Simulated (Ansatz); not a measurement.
Cost and result for the atomization energy of `FCC(F)(F)OC(F)(F)CF` (15 atoms, 14 bonds).

```xyz
15

F     0.3033   -2.8095   -0.2935
C    -0.7717   -2.1234   -0.7789
C    -0.4017   -0.6731   -1.0135
F    -1.4774   -0.0544   -1.5406
F     0.5925   -0.5664   -1.9078
O    -0.0576   -0.1009    0.1889
C     0.6369    1.0850    0.2422
F     0.1979    1.9506   -0.6839
F     1.9469    0.8767    0.0010
C     0.5104    1.6657    1.6358
F    -0.7965    1.9458    1.9108
H    -1.5910   -2.1641   -0.0579
H    -1.0818   -2.5539   -1.7337
H     1.0995    2.5847    1.6760
H     0.8904    0.9372    2.3552
```

Charge 0, multiplicity 1. The structure was optimised at the PBE0-D4/def2-TZVP level. It is one conformer, not always the lowest. Program: Ansatz. All runs use 4 threads of an AMD EPYC 7R13 on a shared host and a share of an NVIDIA H100 80 GB. Times are those of one run each, without the atoms' runs, and a repeat can differ threefold. Electronic energies, without spin–orbit coupling; frozen cores. CCSD(T)/CBS adds CCSD(T) − MP2 in def2-TZVPP to the MP2 limit, and its time is that of the two runs behind it. T1 = 0.012. B3LYP takes the VWN-RPA correlation (the form of Gaussian; ORCA's B3LYP/G). HSE06 is the plane-wave form, built on full-range PBE exchange.

CCSD(T)/CBS is a level of theory with its own doubt, some kJ/mol a heavy atom from the limit and from the frozen cores, so smaller differences don't rank the functionals.

```
                             level  functions  wall time  atomization (kcal/mol)  difference from CCSD(T)/CBS  per bond
   PBE-D4/def2-TZVPP (with forces)        397      3.7 s                  1535.0                         66.0       4.7
            LDA (SPW92)/def2-TZVPP        397      4.5 s                  1780.9                        311.9      22.3
              revPBE-D4/def2-TZVPP        397      4.7 s                  1475.9                          6.9       0.5
r2SCAN-D4/def2-TZVPP (with forces)        397      5.5 s                  1481.4                         12.4       0.9
           CAM-B3LYP-D4/def2-TZVPP        397      6.5 s                  1481.4                         12.4       0.9
               BHLYP-D4/def2-TZVPP        397        7 s                  1387.2                        -81.8      -5.8
                    MP2/def2-QZVPP        747        7 s                  1511.9                         42.9       3.1
 B3LYP-D4/def2-TZVPP (with forces)        397      7.5 s                  1459.9                         -9.1      -0.6
               PBE-QIDH/def2-TZVPP        397        9 s                  1461.9                         -7.1      -0.5
                  CCSD(T)/def2-SVP        174        9 s                  1401.5                        -67.5      -4.8
               HSE06-D4/def2-TZVPP        397       10 s                  1482.1                         13.1       0.9
                CCSD(T)/def2-TZVPP        397       30 s                  1427.8                        -41.2      -2.9
                 CCSD(T)/CBS(def2)          –       37 s                  1469.0                          0.0       0.0
```

From r2SCAN to r2SCAN0 (25 % exact exchange), in def2-TZVPP and without D4, the atomization energy moves by −44.9 kcal/mol: exact exchange takes away binding that semilocal exchange gives to molecules. In def2-TZVPP, CCSD(T) changes the Hartree–Fock value by +421.0 kcal/mol (the triples alone add +30.8 kcal/mol) and MP2 by +480.9 kcal/mol; breaking electron pairs costs correlation energy, which Hartree–Fock lacks. The D4 term adds +12.1 kcal/mol with B3LYP and +6.5 kcal/mol with PBE0; it sums over pairs of atoms, weighted by their polarisabilities, and B3LYP, whose exchange is more repulsive, gets the larger term.
